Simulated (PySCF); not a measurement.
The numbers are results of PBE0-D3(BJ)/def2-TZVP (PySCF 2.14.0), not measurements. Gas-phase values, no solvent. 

Reference species (SMILES): `[SiH2]=C=[SiH][SiH3]` (neutral, multiplicity 1).

HOMO: -6.53 eV
dipole moment: 0.35 D
HOMO–LUMO gap: 4.71 eV

After one change: the HOMO goes up by 0.70 eV; the dipole moment rises by 0.35 D; the HOMO–LUMO gap falls by 0.43 eV.

Task: Which change was made? The new species is one of these.
A) `[SiH2]=C1[SiH2][SiH2]1`
B) `C=[Si]1[SiH2][SiH2]1`
C) `C1[SiH]=[SiH][SiH2]1`
D) `C1=[SiH][SiH2][SiH2]1`

Result: C, `C1[SiH]=[SiH][SiH2]1`
